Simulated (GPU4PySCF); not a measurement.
# Computed properties of di-tert-butyl disulfide (C8H18S2), SMILES CC(C)(C)SSC(C)(C)C

C8H18S2, SMILES CC(SSC(C)(C)C)(C)C. Coordinates come from a ωB97M-D3(BJ)/def2-TZVP optimisation. The values are those of a single conformer. All values are computed for the isolated molecule unless a solvent is named; none is compared with measurement here.

**Structure.** The optimised structure has C2 symmetry. All 78 harmonic modes at ωB97M-D3(BJ)/def2-TZVP (GPU4PySCF) are real, so it is a minimum. With heavy atoms numbered as in [CH3:1][C:2]([CH3:3])([CH3:4])[S:5][S:6][C:7]([CH3:8])([CH3:9])[CH3:10], the shortest bond between them is C2–C4 at 1.519 Å and the longest S5–S6 at 2.041 Å.

**Vibrations.** The strongest infrared lines (harmonic, unscaled, degenerate partners summed) lie at 1197 cm⁻¹ (102 km/mol, C 55 %, H 44 %), 3128 cm⁻¹ (86 km/mol, H 91 %, C 9 %), 3060 cm⁻¹ (63 km/mol, H 97 %). The softest mode is at 42 cm⁻¹ and the zero-point energy is 155.5 kcal/mol.

**Electronic structure.** B3LYP/def2-TZVPD (GPU4PySCF) places the frontier levels at -6.03 and -0.40 eV, a gap of 5.63 eV, and gives a dipole moment of 1.76 D and a mean polarisability of 145.6 bohr³. PBE/def2-TZVPD (GPU4PySCF) at the same geometry gives -5.12 and -1.09 eV, so its gap is 1.60 eV narrower. An orbital gap is neither the optical nor the fundamental gap.

**Excitations.** TDDFT-CAM-B3LYP/def2-SVPD (GPU4PySCF) has S1 at 4.73 eV (262 nm, f = 0.001, dark); the most intense of the 12 singlets computed lies at 7.03 eV (f = 0.14). T1 (TDA) is at 4.10 eV. TDDFT-PBE/def2-SVPD (GPU4PySCF) puts S1 at 4.29 eV. No vertical singlet excitation falls in the visible range (under 3.1 eV).

**NMR.** GIAO shifts at B3LYP/pcSseg-1 (GPU4PySCF) (non-relativistic, atoms alike by connectivity averaged): ¹³C from 32.2 to 51.6 ppm against TMS; ¹H at 1.2 ppm against TMS.

**Solvation.** SMD-ωB97X/def2-SVP (GPU4PySCF) gives 0.5 kcal/mol in water, -6.4 kcal/mol in benzene, -5.5 kcal/mol in cyclohexanone, -5.6 kcal/mol in 1-octanol (1 M in both phases, gas-phase geometry); of these solvents benzene holds the molecule best.
